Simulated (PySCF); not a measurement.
# Name the molecule from its bond curve

A diatomic of charge 0 contains I. Its singlet curve at PBE0 in a triple-zeta basis (scalar-relativistic core potentials, PySCF), in eV from the separated fragments:

R (Å), E (eV) and a bar:
```
    1.655     -1.426 ############################
    1.732     -2.210 ############
    1.809     -2.626 ####
    1.866     -2.767 #
    1.924     -2.801 
    1.982     -2.755 #
    2.059     -2.605 ####
    2.155     -2.324 ##########
    2.270     -1.915 ##################
    2.424     -1.330 ##############################
```

The fit gives ωe = 638 cm⁻¹ and the rotational constant Bₑ = 0.2776 cm⁻¹.

Question: Which atom is the partner?

Answer: The minimum lies at 1.917 Å, so the reduced mass is 16.8576 u Å² cm⁻¹/(Bₑ·Re²) = 16.52 u. With I at 126.90 u the partner weighs about 19.0 u: F. The molecule is IF.

Spin–orbit coupling is left out.
